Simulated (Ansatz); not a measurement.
Consider the formal exchange of groups at the Si–O bond: `O[SiH2]O[SiH2]F` + BH₃ → `B[SiH2]O[SiH2]F` + H₂O.

Program: Ansatz. Geometries: PBE0-D4/def2-TZVP. ΔE: electronic, gas phase. CBS: MP2 limit from def2 TZ/QZ plus the TZ coupled-cluster correction, frozen cores. This one scheme is used for every species. DFT in def2-TZVPP. B3LYP here is the variant with VWN-RPA as its local correlation; programs differ in this. Each species was taken in one conformer, which may not be the lowest.

```json
{"level": "PBE-D4", "ΔE (kcal/mol)": "26.2", "difference from CCSD(T)/CBS": "-4.6"}
{"level": "r2SCAN-D4", "ΔE (kcal/mol)": "30.4", "difference from CCSD(T)/CBS": "-0.4"}
{"level": "PBE0-D4", "ΔE (kcal/mol)": "27.9", "difference from CCSD(T)/CBS": "-2.9"}
{"level": "B3LYP-D4", "ΔE (kcal/mol)": "31.0", "difference from CCSD(T)/CBS": "0.2"}
{"level": "ωB97X-V", "ΔE (kcal/mol)": "30.9", "difference from CCSD(T)/CBS": "0.1"}
{"level": "ωB97M-V", "ΔE (kcal/mol)": "31.9", "difference from CCSD(T)/CBS": "1.1"}
{"level": "B2PLYP", "ΔE (kcal/mol)": "32.8", "difference from CCSD(T)/CBS": "2.0"}
{"level": "r2SCAN", "ΔE (kcal/mol)": "30.6", "difference from CCSD(T)/CBS": "-0.2"}
{"level": "PBE0", "ΔE (kcal/mol)": "28.3", "difference from CCSD(T)/CBS": "-2.5"}
{"level": "B3LYP", "ΔE (kcal/mol)": "31.8", "difference from CCSD(T)/CBS": "1.0"}
{"level": "HF/def2-TZVPP", "ΔE (kcal/mol)": "36.6", "difference from CCSD(T)/CBS": "5.8"}
{"level": "MP2/def2-TZVPP", "ΔE (kcal/mol)": "33.5", "difference from CCSD(T)/CBS": "2.7"}
{"level": "SCS-MP2/def2-TZVPP", "ΔE (kcal/mol)": "34.0", "difference from CCSD(T)/CBS": "3.2"}
{"level": "CCSD(T)/def2-TZVPP", "ΔE (kcal/mol)": "31.4", "difference from CCSD(T)/CBS": "0.6"}
{"level": "HF/def2-QZVPP", "ΔE (kcal/mol)": "36.8", "difference from CCSD(T)/CBS": "6.0"}
{"level": "CCSD/CBS(def2)", "ΔE (kcal/mol)": "31.3", "difference from CCSD(T)/CBS": "0.5"}
{"level": "CCSD(T)/CBS", "ΔE (kcal/mol)": "30.8", "difference from CCSD(T)/CBS": "0"}
```

Largest T1 diagnostic among the species: 0.012.

The D4 term adds −0.8 kcal/mol with B3LYP and −0.5 kcal/mol with PBE0; it sums over pairs of atoms, weighted by their polarisabilities, and B3LYP, whose exchange is more repulsive, gets the larger term. From PBE to PBE0 (25 % exact exchange), in def2-TZVPP and without D4, ΔE moves by +1.7 kcal/mol. In def2-TZVPP, CCSD(T) changes the Hartree–Fock value by −5.2 kcal/mol (the triples alone add −0.5 kcal/mol) and MP2 by −3.1 kcal/mol.
